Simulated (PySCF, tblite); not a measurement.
Compound: C5H6N2O.
Numbering: `[CH3:1][O:2][c:3]1[cH:4][cH:5][n:6][n:7][cH:8]1` (hydrogens: H9, H10, H11 on C1; H12 on C4; H13 on C5; H14 on C8)

Computed with GFN2-xTB (tblite), gas phase: Langevin dynamics at 600 K from the optimised GFN2-xTB geometry, time step 0.5 fs, friction 0.01 fs⁻¹, 2000 steps. Over the second half of the run the saved frames average 617 K.

Frame at 250 fs, instantaneous temperature 510 K:
```
atom  x, y, z in Å
C1      2.078   -0.249   -0.829
O2      1.349   -0.336    0.408
C3      0.068   -0.687    0.413
C4     -0.790    0.051   -0.439
C5     -2.069   -0.508   -0.622
N6     -2.446   -1.499    0.199
N7     -1.747   -1.826    1.226
C8     -0.455   -1.499    1.441
H9      2.687    0.683   -0.905
H10     2.773   -1.113   -0.968
H11     1.320   -0.199   -1.582
H12    -0.438    0.887   -1.089
H13    -2.715   -0.263   -1.483
H14    -0.003   -1.944    2.359
```

Frame at 425 fs, instantaneous temperature 772 K:
```
atom  x, y, z in Å
C1      1.871    0.072   -1.025
O2      1.632   -0.765    0.082
C3      0.268   -0.974    0.344
C4     -0.599   -0.933   -0.636
C5     -1.899   -1.343   -0.214
N6     -2.242   -1.570    0.967
N7     -1.380   -1.521    1.958
C8     -0.146   -1.354    1.734
H9      2.943    0.139   -0.910
H10     1.597   -0.278   -2.084
H11     1.286    1.007   -0.781
H12    -0.352   -0.694   -1.630
H13    -2.738   -1.390   -0.954
H14     0.583   -1.613    2.515
```

Frame at 625 fs, instantaneous temperature 559 K:
```
atom  x, y, z in Å
C1      2.146    0.083   -0.959
O2      1.753   -0.502    0.392
C3      0.524   -0.761    0.702
C4     -0.473   -0.391   -0.159
C5     -1.764   -0.635    0.240
N6     -2.015   -1.429    1.308
N7     -0.996   -1.896    2.022
C8      0.230   -1.403    1.932
H9      3.182   -0.031   -1.022
H10     1.621   -0.588   -1.676
H11     1.915    1.094   -1.244
H12    -0.383   -0.005   -1.114
H13    -2.602   -0.467   -0.331
H14     1.058   -1.714    2.494
```

Frame at 800 fs, instantaneous temperature 557 K:
```
atom  x, y, z in Å
C1      2.411   -0.146   -0.899
O2      2.069   -0.916    0.208
C3      0.803   -0.813    0.672
C4     -0.341   -0.130    0.118
C5     -1.549   -0.394    0.781
N6     -1.721   -1.190    1.830
N7     -0.649   -1.705    2.483
C8      0.536   -1.468    1.963
H9      3.431   -0.597   -1.182
H10     1.772   -0.425   -1.733
H11     2.483    0.955   -0.767
H12    -0.278    0.459   -0.841
H13    -2.667   -0.202    0.376
H14     1.361   -1.745    2.509
```

Frame at 1000 fs, instantaneous temperature 700 K:
```
atom  x, y, z in Å
C1      2.457    0.154   -0.379
O2      2.093   -0.594    0.773
C3      0.797   -0.853    0.887
C4     -0.365   -0.425    0.126
C5     -1.620   -0.676    0.708
N6     -1.726   -1.334    1.837
N7     -0.766   -1.995    2.348
C8      0.500   -1.720    1.977
H9      3.525    0.496   -0.188
H10     2.272   -0.277   -1.277
H11     1.988    1.149   -0.225
H12    -0.191    0.207   -0.704
H13    -2.416   -0.020    0.196
H14     1.281   -2.045    2.611
```

Q: What do single points at PBE0/pcSseg-1 (PySCF, gas phase) give on these frames?

A: 
| t (fs) | GFN2-xTB E above start (eV) | DFT E above lowest frame (eV) | HOMO (eV) | LUMO (eV) | dipole (D) |
| --- | --- | --- | --- | --- | --- |
| 250 | 0.94 | 0.09 | -6.19 | -1.31 | 5.18 |
| 425 | 0.98 | 0.20 | -6.64 | -1.11 | 4.83 |
| 625 | 1.05 | 0.26 | -6.40 | -1.10 | 6.30 |
| 800 | 0.91 | 0.00 | -6.98 | -1.36 | 5.87 |
| 1000 | 0.95 | 0.20 | -6.22 | -1.27 | 5.96 |

Both levels order the frames alike by energy; measured from each level's lowest frame they differ by 0.16 eV at most. The HOMO–LUMO gap runs from 4.88 to 5.62 eV. These are instantaneous structures, not minima.

Q: And the isotropic GIAO shieldings (ppm) from the same runs?

A: 
```tsv
atom	250 fs	425 fs	625 fs	800 fs	1000 fs	mean	range
C1	117.8	124.5	121.7	130.2	134.1	125.7	16.3
O2	227.2	216.2	194.3	213.4	226.3	215.5	32.9
C3	18.9	12.0	23.7	9.7	14.7	15.8	14.0
C4	59.9	81.4	85.5	73.2	69.9	74.0	25.6
C5	26.2	42.6	24.7	24.2	37.0	30.9	18.4
N6	-188.2	-121.2	-177.0	-183.8	-175.2	-169.1	67.0
N7	-242.5	-170.0	-246.8	-198.5	-214.1	-214.4	76.8
C8	32.5	37.7	38.9	31.4	27.0	33.5	11.9
H9	26.7	27.0	28.3	26.0	26.4	26.9	2.3
H10	27.0	26.4	27.3	27.7	29.5	27.6	3.1
H11	28.1	27.5	28.0	27.4	27.5	27.7	0.7
H12	23.9	25.1	26.2	24.0	25.1	24.9	2.3
H13	21.7	22.6	22.8	20.5	21.1	21.7	2.3
H14	20.8	22.2	22.0	23.2	22.1	22.1	2.4
```

The cost below is that of the whole dynamics run. On INTEL XEON PLATINUM 8581C at 2.30 GHz, one thread, shared host with 96 logical CPUs at a one-minute load of 15, this took 9.1 s wall and 0.18 GiB of memory at its peak.
